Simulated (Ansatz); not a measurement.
Gas-phase electronic energies from Ansatz, PBE0-D4/def2-TZVP geometries. CCSD(T)/CBS is the MP2 limit (def2-TZVPP, def2-QZVPP) plus CCSD(T) − MP2 in def2-TZVPP, frozen cores. Functionals use def2-TZVPP. B3LYP here is the variant with VWN-RPA as its local correlation; programs differ in this. HSE06 is defined as in plane-wave codes. One conformer a species, not always the lowest.

Consider the substitution at a C–Si bond: `[CH3][AlH][SiH2]C` + `CS[SiH2]O` → `CO[SiH2]SC` + `[CH3][AlH][SiH3]`.

`[CH3][AlH][SiH2]C`:

Z-matrix (Å, degrees):
```
C
Al 1 1.956
H 1 1.096 2 110.5
H 1 1.092 2 113.7 3 121.6
H 1 1.096 2 110.3 3 -117.0
Si 2 2.462 1 122.0 3 -122.8
H 2 1.595 1 118.2 3 57.2
C 6 1.886 2 114.1 1 -0.4
H 6 1.496 2 109.7 1 121.9
H 6 1.496 2 109.8 1 -122.8
H 8 1.092 6 110.8 2 -59.9
H 8 1.092 6 111.1 2 179.9
H 8 1.092 6 110.8 2 59.7
```

`CS[SiH2]O`:

```xyz
10

C    -1.614   -0.554    0.113
S    -0.669    0.689    1.046
Si    1.061    0.812   -0.172
O     1.922   -0.590   -0.238
H    -1.063   -1.490    0.040
H    -1.856   -0.186   -0.885
H    -2.539   -0.727    0.661
H     1.840    1.929    0.421
H     0.697    1.070   -1.584
H     2.221   -0.952    0.599
```

`CO[SiH2]SC`:

Cartesian coordinates in Å:
```
C -0.525 1.143 1.721
O 0.032 -0.115 1.409
Si -0.609 -1.122 0.284
S -0.669 -0.279 -1.661
C 1.116 -0.109 -1.964
H -0.586 1.783 0.834
H -1.530 1.039 2.145
H 0.117 1.624 2.460
H 0.271 -2.313 0.318
H -2.028 -1.447 0.585
H 1.229 0.319 -2.960
H 1.608 -1.081 -1.937
H 1.575 0.559 -1.236
```

`[CH3][AlH][SiH3]`:

```xyz
10

C     0.034    0.908   -1.677
Al   -0.693    0.539    0.098
Si    0.346   -1.155    1.550
H     0.289    1.969   -1.773
H     0.923    0.323   -1.918
H    -0.722    0.705   -2.444
H    -1.973    1.348    0.590
H     1.779   -0.827    1.812
H     0.337   -2.495    0.889
H    -0.320   -1.314    2.874
```

| level | ΔE (kJ/mol) | difference from CCSD(T)/CBS |
| --- | --- | --- |
| LDA (SPW92) | 84.2 | -3.9 |
| PBE-D4 | 85.1 | -3.0 |
| revPBE-D4 | 83.0 | -5.1 |
| BLYP-D4 | 77.5 | -10.6 |
| r2SCAN-D4 | 87.2 | -0.9 |
| B97M-V | 84.6 | -3.5 |
| PBE0-D4 | 86.5 | -1.6 |
| B3LYP-D4 | 79.6 | -8.5 |
| r2SCANh-D4 | 87.6 | -0.5 |
| BHLYP-D4 | 79.6 | -8.5 |
| CAM-B3LYP-D4 | 79.2 | -8.9 |
| ωB97X-V | 80.8 | -7.3 |
| B2PLYP | 84.0 | -4.1 |
| PBE-QIDH | 89.3 | 1.2 |
| PBE | 85.9 | -2.2 |
| revPBE | 86.2 | -1.9 |
| BLYP | 79.3 | -8.8 |
| PBE0 | 87.2 | -0.9 |
| B3LYP | 80.8 | -7.3 |
| r2SCANh | 88.0 | -0.1 |
| r2SCAN0 | 88.5 | 0.4 |
| HSE06 | 87.3 | -0.8 |
| BHLYP | 80.2 | -7.9 |
| CAM-B3LYP | 79.9 | -8.2 |
| LC-ωPBE | 87.6 | -0.5 |
| RPA@PBE/def2-TZVPP | 76.2 | -11.9 |
| HF/def2-SVP | 61.7 | -26.4 |
| CCSD/def2-SVP | 65.3 | -22.8 |
| CCSD(T)/def2-SVP | 65.0 | -23.1 |
| HF/def2-TZVPP | 73.7 | -14.4 |
| MP2/def2-TZVPP | 91.7 | 3.6 |
| SCS-MP2/def2-TZVPP | 84.7 | -3.4 |
| CCSD/def2-TZVPP | 83.8 | -4.3 |
| CCSD(T)/def2-TZVPP | 84.5 | -3.6 |
| HF/def2-QZVPP | 73.6 | -14.5 |
| MP2/def2-QZVPP | 93.8 | 5.7 |
| SCS-MP2/def2-QZVPP | 86.9 | -1.2 |
| HF/CBS(def2) | 73.5 | -14.6 |
| MP2/CBS(def2) | 95.3 | 7.2 |
| CCSD/CBS(def2) | 87.4 | -0.7 |
| CCSD(T)/CBS | 88.1 | 0 |

Largest T1 diagnostic among the species: 0.011.

Leaving LDA and LC-ωPBE aside and taking each functional with its dispersion term where it has one, the values spread over 11.8 kJ/mol, from BLYP-D4 to PBE-QIDH. At CCSD(T), def2-SVP lies −23.1 kJ/mol from the extrapolated value and def2-TZVPP −3.6 kJ/mol. In def2-TZVPP, CCSD(T) changes the Hartree–Fock value by +10.9 kJ/mol (the triples alone add +0.8 kJ/mol) and MP2 by +18.1 kJ/mol.
